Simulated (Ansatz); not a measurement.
Geometry optimisation, RHF/6-31G* (Ansatz 0.2.0).

The input (input.yaml):

```yaml
crystal:
  periodic: [false, false, false]
  atoms:
    - { symbol: Si, position_ang: [0.589037, 0.197437, -0.062109] }
    - { symbol: F, position_ang: [0.29767, -0.148791, 1.47241] }
    - { symbol: H, position_ang: [2.052168, 0.362758, -0.165045] }
    - { symbol: H, position_ang: [-0.060966, 1.457902, -0.431075] }
    - { symbol: H, position_ang: [0.182287, -0.925486, -0.914509] }
    - { symbol: O, position_ang: [-2.20517, -0.216315, 0.54338] }
    - { symbol: Si, position_ang: [-3.591352, -1.022266, 0.135159] }
    - { symbol: H, position_ang: [-3.357908, -2.481432, 0.037013] }
    - { symbol: H, position_ang: [-4.657395, -0.785976, 1.135233] }
    - { symbol: H, position_ang: [-4.01663, -0.498505, -1.170217] }
    - { symbol: H, position_ang: [-1.813442, -0.372125, 1.416462] }
basis:
  gaussian: { orbitals: "6-31G*" }
hamiltonian:
  xc: hf
relax:
  f_tol: 0.03
  max_steps: 50
```

Launched with:

```bash
$ ansatz run input.yaml --threads 1 --pin off --max-ram 2048MiB --backend cpu --events-out ev --progress --plain --runs-dir out
```

Q: Where does it end, and by what steps?

A: The run converged. The force dipped under the threshold on the way, but the program's further checks kept it going. After 13 steps the energy has fallen by 0.061 eV; H10 moved furthest, 0.82 Å.

```json
{"step": "0", "energy less start (eV)": "0.0000", "largest force component (eV/Å)": "1.071", "accepted": "yes"}
{"step": "1", "energy less start (eV)": "-0.0391", "largest force component (eV/Å)": "0.265", "accepted": "yes"}
{"step": "2", "energy less start (eV)": "-0.0432", "largest force component (eV/Å)": "0.124", "accepted": "yes"}
{"step": "3", "energy less start (eV)": "-0.0456", "largest force component (eV/Å)": "0.122", "accepted": "yes"}
{"step": "4", "energy less start (eV)": "-0.0473", "largest force component (eV/Å)": "0.366", "accepted": "yes"}
{"step": "5", "energy less start (eV)": "-0.0533", "largest force component (eV/Å)": "0.141", "accepted": "yes"}
{"step": "6", "energy less start (eV)": "-0.0562", "largest force component (eV/Å)": "0.063", "accepted": "yes"}
{"step": "7", "energy less start (eV)": "-0.0584", "largest force component (eV/Å)": "0.076", "accepted": "yes"}
{"step": "8", "energy less start (eV)": "-0.0593", "largest force component (eV/Å)": "0.100", "accepted": "yes"}
{"step": "9", "energy less start (eV)": "-0.0602", "largest force component (eV/Å)": "0.077", "accepted": "yes"}
{"step": "10", "energy less start (eV)": "-0.0608", "largest force component (eV/Å)": "0.038", "accepted": "yes"}
{"step": "11", "energy less start (eV)": "-0.0611", "largest force component (eV/Å)": "0.029", "accepted": "yes"}
{"step": "12", "energy less start (eV)": "-0.0613", "largest force component (eV/Å)": "0.042", "accepted": "yes"}
{"step": "13", "energy less start (eV)": "-0.0614", "largest force component (eV/Å)": "0.022", "accepted": "yes"}
```

```xyz
11
Properties=species:S:1:pos:R:3
Si 0.990 0.324 -0.040
F 0.137 -0.233 1.205
H 2.394 0.400 0.389
H 0.488 1.657 -0.391
H 0.848 -0.615 -1.158
O -2.511 -0.315 0.116
Si -3.937 -1.124 0.250
H -3.731 -2.588 0.281
H -4.663 -0.747 1.481
H -4.746 -0.769 -0.925
H -1.851 -0.421 0.789
```

Whether the end is a true minimum wasn't checked by a vibrational analysis.

The run took 20 s on 1 thread of Arm Neoverse V2, with other jobs on the host, peak memory 0.15 GiB.
